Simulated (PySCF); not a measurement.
Bond stretch in IBr, singlet.

Computed with: RKS-PBE0 = restricted PBE0/def2-SVP, def2 effective core potentials past Kr (PySCF); UKS-BLYP = PySCF with unrestricted BLYP/def2-SVP, def2 effective core potentials past Kr; RKS-PBE = restricted PBE/def2-SVP, def2 effective core potentials past Kr in PySCF.

Magnitude of the dipole moment (D; its direction can reverse along the curve, and a method can change to another solution) and Mulliken charge of the fragment that holds I1:

| R / Å | μ RKS-PBE0 | q RKS-PBE0 | μ UKS-BLYP | q UKS-BLYP | μ RKS-PBE | q RKS-PBE |
|---|---|---|---|---|---|---|
| 1.99 | 0.04 | 0.08 | 0.00 | 0.06 | 0.01 | 0.07 |
| 2.11 | 0.29 | 0.11 | 0.23 | 0.09 | 0.24 | 0.10 |
| 2.21 | 0.46 | 0.13 | 0.40 | 0.11 | 0.41 | 0.11 |
| 2.31 | 0.62 | 0.13 | 0.55 | 0.11 | 0.56 | 0.12 |
| 2.39 | 0.73 | 0.13 | 0.64 | 0.12 | 0.66 | 0.12 |
| 2.46 | 0.82 | 0.13 | 0.72 | 0.12 | 0.74 | 0.12 |
| 2.54 | 0.90 | 0.13 | 0.79 | 0.11 | 0.82 | 0.12 |
| 2.60 | 0.96 | 0.13 | 0.84 | 0.11 | 0.87 | 0.11 |
| 2.68 | 1.03 | 0.12 | 0.90 | 0.10 | 0.92 | 0.11 |
| 2.83 | 1.13 | 0.11 | 0.98 | 0.09 | 1.01 | 0.10 |
| 3.03 | 1.23 | 0.10 | 1.06 | 0.08 | 1.09 | 0.08 |
| 3.30 | 1.33 | 0.08 | 1.08 | 0.07 | 1.16 | 0.07 |
| 3.68 | 1.40 | 0.07 | 1.08 | 0.06 | — | — |
| 4.11 | 1.46 | 0.07 | 1.11 | 0.05 | — | — |
| 4.43 | 1.50 | 0.07 | 1.13 | 0.05 | — | — |
| 4.97 | 1.57 | 0.07 | 1.10 | 0.05 | — | — |
| 5.39 | 1.64 | 0.06 | 1.12 | 0.04 | — | — |
| 6.10 | 1.76 | 0.06 | 1.01 | 0.04 | — | — |
| 6.60 | 1.86 | 0.06 | 1.04 | 0.03 | — | — |
| 7.33 | 2.00 | 0.06 | 1.08 | 0.03 | — | — |

A dash means that the run gave no value there, or that the column was ended at a point which the program doubted or which failed a test of continuity chosen for this set; such a test can also cut sound points.

The restricted form behind RKS-PBE0, RKS-PBE keeps the bonding electrons paired and can't separate into open-shell fragments. The unrestricted determinant behind UKS-BLYP is spin-contaminated at 3.03 to 7.33 Å (<S²> up to 1.0, against 0.00 for a pure singlet).
